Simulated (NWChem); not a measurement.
System: FeHSBr, quintet; SMILES [SH][Fe][Br]

```xyz
4

Fe     0.1207     0.5047    -0.0004
Br    -0.2152    -1.7708     0.0004
S      0.4915     2.7010    -0.0011
H     -0.8343     2.9786     0.0036
```
Atoms are numbered in this order, from 1.

Level: PBE0/def2-SVP, spin-unrestricted (NWChem), optimised geometry, unscaled harmonic frequencies. This build's default masses of Se (78.918 u) and Br (79.917 u) are each other's, which moves their modes by up to 0.6 %. The spin multiplicity was typed, not searched, and may not be the lowest.

Q: List the harmonic frequencies with IR intensities, and the thermochemistry.

A: 
| frequency (cm⁻¹) | IR intensity (km/mol) |
|---|---|
| 31 | 15.2 |
| 37 | 14.3 |
| 254 | 4.1 |
| 430 | 96.9 |
| 517 | 28.0 |
| 2691 | 1.0 |

The zero-point energy is 5.7 kcal/mol and the thermal correction to the enthalpy at 298.15 K (with zero-point energy) comes out as 9.7 kcal/mol. The heat capacity Cv is 14.3 cal/(mol K), the entropy at 298.15 K and 1 atm (symmetry number 1, electronic part: spin degeneracy alone) is 83.4 cal/(mol K) and the dipole moment is 1.19 D.

Rigid rotor and harmonic oscillator; modes under 100 cm⁻¹ make the entropy uncertain.
